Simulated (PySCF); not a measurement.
## Interval between two levels of Sr⁺ by level of theory

Sr⁺ [Kr] 5s1 [2S1/2, M_J = 1/2] → Sr⁺ [Kr] 4d1 [2D5/2, M_J = 5/2], as a difference of total energies. Calculation: PySCF 2.14, in x2c-SVPall-2c with one added diffuse shell each of s, d type (7s7p7d1f, 70 functions); the two-component X2C-1e Hamiltonian. Correlated levels: [Ar] 3d10 frozen; the 6 highest virtual spinors dropped. "Screened" scales the spin-orbit matrix elements by Boettger's factors to mimic the two-electron term; Breit and QED terms are absent.

```
                    method  interval between two levels (cm⁻¹)  error (cm⁻¹)
           GHF (spin-free)                               15504          +668
          GMP2 (spin-free)                               15383          +547
 GHF (screened spin-orbit)                               15619          +782
GMP2 (screened spin-orbit)                               15525          +689
```

Reference: 14836 cm⁻¹ (measured; NIST Handbook of Basic Atomic Spectroscopic Data (Sansonetti and Martin, J. Phys. Chem. Ref. Data 34, 1559 (2005))).

The spin-free rows lack the spin-orbit shift.

Errors of the correlated levels include the incompleteness of this basis and the frozen core.
